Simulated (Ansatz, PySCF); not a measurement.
Gas-phase reaction in SMILES: C=CC[SiH3] [prop-2-enylsilane] -> C=C[CH-][SiH3] + H+
Structures are relaxed separately at B3LYP-D3(BJ)/def2-TZVP in Ansatz (a program for electronic structure), one conformer each, not searched for the lowest.

Quantity: gas-phase deprotonation energy (enthalpy at 298 K, with B3LYP-D3(BJ) rigid-rotor harmonic-oscillator terms from PySCF), in kJ/mol. Correlated levels leave the core frozen unless marked. No spin-orbit coupling. No relativistic terms. Anions need diffuse functions: aug- sets have them; def2-D sets add few; the other sets have none. Basis-set limits of correlation are two-point, X^-3; Hartree-Fock from the larger set.

```tsv
level	program	gas-phase deprotonation energy (kJ/mol)
HF/6-31G*	Ansatz	1629.6
HF/cc-pVTZ	Ansatz	1601.5
BLYP/def2-TZVPD	Ansatz	1530.9
revPBE/def2-TZVPD	Ansatz	1537.6
B97M-V/def2-TZVPD	Ansatz	1534.2
B3LYP-D4/def2-TZVPD	Ansatz + dftd4	1542.1
PBE0-D3(BJ)/def2-TZVP	Ansatz + dftd3	1553.0
PBE0/def2-TZVPD	Ansatz	1545.4
HSE06/def2-TZVPD	Ansatz	1544.5
CAM-B3LYP-D3(BJ)/def2-TZVPD	Ansatz + dftd3	1549.6
LC-wPBE-D4/def2-TZVPD	Ansatz + dftd4	1564.4
LC-wPBE/def2-TZVPD	Ansatz	1566.6
wB97M-V/def2-TZVPD	Ansatz	1540.0
MP2/STO-3G	Ansatz	2088.9
RI-MP2/aug-cc-pV(T+d)Z	Ansatz	1542.9
RI-MP2/cc-pV(T+d)Z	Ansatz	1561.7
SCS-MP2/cc-pV(T+d)Z	Ansatz	1576.9
CCSD(T)/aug-cc-pV(T+d)Z	Ansatz	1557.3
CCSD(T)/aug-cc-pV(Q+d)Z	Ansatz	1555.5
CCSD(T) with core electrons (1s frozen past Ne)/cc-pwCVTZ	Ansatz	1574.2
CCSD(T)/CBS(aug-cc-pV(T+d)Z,aug-cc-pV(Q+d)Z)	Ansatz	1554.1
```
